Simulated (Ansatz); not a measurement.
Isolated molecules relaxed with PBE0-D4/def2-TZVP in Ansatz; ΔE leaves out vibrations. CCSD(T)/CBS adds triple-zeta CCSD(T) − MP2 to the extrapolated MP2 energy (def2 sets, frozen cores). DFT in def2-TZVPP. B3LYP here is the variant with VWN-RPA as its local correlation; programs differ in this. For Ga outer-core shells are correlated without core-valence functions, which leaves a few kJ/mol of doubt a bond. Scalar relativity is left out up to krypton. Each species was taken in one conformer, which may not be the lowest.

Reaction (formal exchange of groups at a Ga–C bond): `F[CH]([GaH2])[SiH2]Cl` + `NC1CO1` → `[GaH2][CH]1CO1` + `NC(F)[SiH2]Cl`

```json
{"level": "PBE-D4", "ΔE (kJ/mol)": "0.9", "difference from CCSD(T)/CBS": "-0.5"}
{"level": "r2SCAN-D4", "ΔE (kJ/mol)": "1.3", "difference from CCSD(T)/CBS": "-0.1"}
{"level": "PBE0-D4", "ΔE (kJ/mol)": "2.8", "difference from CCSD(T)/CBS": "1.4"}
{"level": "B3LYP-D4", "ΔE (kJ/mol)": "0.9", "difference from CCSD(T)/CBS": "-0.5"}
{"level": "ωB97X-V", "ΔE (kJ/mol)": "0.1", "difference from CCSD(T)/CBS": "-1.3"}
{"level": "ωB97M-V", "ΔE (kJ/mol)": "0.5", "difference from CCSD(T)/CBS": "-0.9"}
{"level": "B2PLYP", "ΔE (kJ/mol)": "-0.8", "difference from CCSD(T)/CBS": "-2.2"}
{"level": "PBE", "ΔE (kJ/mol)": "0.3", "difference from CCSD(T)/CBS": "-1.1"}
{"level": "r2SCAN", "ΔE (kJ/mol)": "1.2", "difference from CCSD(T)/CBS": "-0.2"}
{"level": "PBE0", "ΔE (kJ/mol)": "2.3", "difference from CCSD(T)/CBS": "0.9"}
{"level": "B3LYP", "ΔE (kJ/mol)": "-0.1", "difference from CCSD(T)/CBS": "-1.5"}
{"level": "HF/def2-TZVPP", "ΔE (kJ/mol)": "2.2", "difference from CCSD(T)/CBS": "0.8"}
{"level": "MP2/def2-TZVPP", "ΔE (kJ/mol)": "-1.7", "difference from CCSD(T)/CBS": "-3.1"}
{"level": "SCS-MP2/def2-TZVPP", "ΔE (kJ/mol)": "-1.7", "difference from CCSD(T)/CBS": "-3.1"}
{"level": "CCSD/def2-TZVPP", "ΔE (kJ/mol)": "0.6", "difference from CCSD(T)/CBS": "-0.8"}
{"level": "CCSD(T)/def2-TZVPP", "ΔE (kJ/mol)": "0.0", "difference from CCSD(T)/CBS": "-1.4"}
{"level": "HF/def2-QZVPP", "ΔE (kJ/mol)": "2.6", "difference from CCSD(T)/CBS": "1.2"}
{"level": "MP2/def2-QZVPP", "ΔE (kJ/mol)": "-0.7", "difference from CCSD(T)/CBS": "-2.1"}
{"level": "SCS-MP2/def2-QZVPP", "ΔE (kJ/mol)": "-0.8", "difference from CCSD(T)/CBS": "-2.2"}
{"level": "HF/CBS(def2)", "ΔE (kJ/mol)": "2.6", "difference from CCSD(T)/CBS": "1.2"}
{"level": "MP2/CBS(def2)", "ΔE (kJ/mol)": "-0.3", "difference from CCSD(T)/CBS": "-1.7"}
{"level": "CCSD/CBS(def2)", "ΔE (kJ/mol)": "2.1", "difference from CCSD(T)/CBS": "0.7"}
{"level": "CCSD(T)/CBS", "ΔE (kJ/mol)": "1.4", "difference from CCSD(T)/CBS": "0"}
```

Largest T1 diagnostic among the species: 0.013.
